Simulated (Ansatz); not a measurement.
Process, species as SMILES: Cl[Si](Cl)(Br)Br + 4 [H][H] (H2) → 2 Br (HBr) + 2 Cl (HCl) + [SiH4] (SiH4)
Geometries: B3LYP-D3(BJ)/def2-TZVP minima from Ansatz (a first-principles code).

Property: energy of full hydrogenation (electronic energy difference), in eV. Cores are frozen in the correlated levels unless marked. Spin-orbit coupling is left out. Frozen are the shells of the preceding noble gas and the d and f shells that filled before the atom's block. No relativistic terms. Basis-set limits of correlation are two-point, X^-3; Hartree-Fock from the larger set. [CCSD(T)-MP2]/basis is that difference in the basis named.

```
level                                                          program  energy of full hydrogenation (eV)  minus last row
-------------------------------------------------------------  -------  ---------------------------------  --------------
LC-wPBE/def2-TZVPD                                              Ansatz                               2.63           -0.37
wB97X-V/def2-TZVPD                                              Ansatz                               2.82           -0.18
MP2/def2-QZVPPD                                                 Ansatz                               3.29            0.29
RI-MP2/def2-TZVPP                                               Ansatz                               3.15            0.15
SCS-MP2/def2-SVP                                                Ansatz                               2.34           -0.66
CCSD/6-31G*                                                     Ansatz                               3.22            0.22
CCSD/def2-SVPD                                                  Ansatz                               1.73           -1.27
CCSD(T)/def2-SVP                                                Ansatz                               2.17           -0.83
RI-MP2/CBS(def2-TZVPPD,def2-QZVPPD)+[CCSD(T)-MP2]/def2-TZVPPD   Ansatz                               2.93           -0.07
CCSD(T)/CBS(def2-TZVPPD,def2-QZVPPD)                            Ansatz                               3.00            0.00
```
